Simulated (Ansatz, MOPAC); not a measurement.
Molecule: HgBr, charge 1, multiplicity 1. SMILES: [Br][Hg+]

Atoms: Hg1, Br2. Bonds: Hg1-Br2.

Bond lengths (Å) and angles (degrees) optimised at AM1 with MOPAC; PM3 with MOPAC; PM6 with MOPAC; HF/LANL2DZ with Ansatz (a quantum-chemistry and plane-wave program); PBE/LANL2DZ with Ansatz; B3LYP/LANL2DZ with Ansatz, each started from the B3LYP-D3(BJ)/def2-TZVP structure (Ansatz) of the last column. A row stands for all coordinates that are equal there.

```
coordinate    AM1    PM3    PM6  HF/LANL2DZ  PBE/LANL2DZ  B3LYP/LANL2DZ  B3LYP-D3(BJ)/def2-TZVP
----------  -----  -----  -----  ----------  -----------  -------------  ----------------------
Hg1-Br2     2.203  2.123  1.997       2.500        2.570          2.570                   2.410
```

Mean signed difference of all 1 bond lengths from B3LYP-D3(BJ)/def2-TZVP: AM1 -0.207 Å, PM3 -0.288 Å, PM6 -0.413 Å, HF/LANL2DZ 0.090 Å, PBE/LANL2DZ 0.160 Å, B3LYP/LANL2DZ 0.159 Å.
